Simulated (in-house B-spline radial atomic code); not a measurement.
OEP/ALDAx excitations of Ne VII (Ne6+)

Method: OEP/ALDAx. Computed with an all-electron radial atomic-structure program (B-spline basis): linear response of the closed shell [He] 2s2 with the adiabatic LDA exchange kernel on the exchange-only optimised effective potential; scalar-relativistic (spin-free one-electron X2C), finite nucleus, no spin-orbit coupling, no double excitations, S, P, D and F terms only.

Command:
```bash
python run_td.py task.json out
```
Settings (radii: box in bohr, nucleus in fm):
```
Z                        10
electrons                4
configuration            [He] 2s2
hamiltonian              x2c
method                   oep
box_radius               14.35
rms_radius               3.0055
intervals                105
```

Time taken, with all properties: 0.3 s on 1 thread of Intel(R) Xeon(R) Platinum 8259CL CPU @ 2.50GHz (Skylake/Cascade Lake), on a shared host.

The lowest states, in the order of their Tamm-Dancoff energies; the method's threshold (minus the highest occupied level) is 204.11 eV. Labels give the largest channel, * marks a mixed state, and oscillator strengths are full-response dipole values. Semilocal kernels can invert the small singlet-triplet splittings of Rydberg terms. Energies in eV:

```
     state  full response  Tamm-Dancoff  oscillator strength
2s → 2p 3P         11.563        12.965                    -
2s → 2p 1P         25.785        27.151                 0.39
2s → 3s 3S         118.50        118.52                    -
2s → 3s 1S              ?             ?                    -
2s → 3p 3P         123.72        123.74                    -
2s → 3p 1P         124.84        124.84                0.502
2s → 3d 3D         126.46        126.51                    -
2s → 3d 1D         128.83        128.84                    -
2s → 4s 3S              ?             ?                    -
2s → 4s 1S         158.87        158.88                    -
```

(1) Where does 2s → 3s 1S lie?

(2) Where does 2s → 4s 3S lie?

(3) How large is the singlet-triplet splitting of 2s → 2p (P terms) in Tamm-Dancoff?

(4) What polarisabilities and dispersion coefficient does the method give?

Answers

(1) At 121.56 eV in full response, 121.59 eV in Tamm-Dancoff.

(2) At 157.90 eV in full response, 157.91 eV in Tamm-Dancoff.

(3) 14.2 eV, from the unrounded values.

(4) Dipole 0.4726 bohr³, quadrupole 0.09634 bohr⁵, C6 0.1804 hartree·bohr⁶ for two such species.
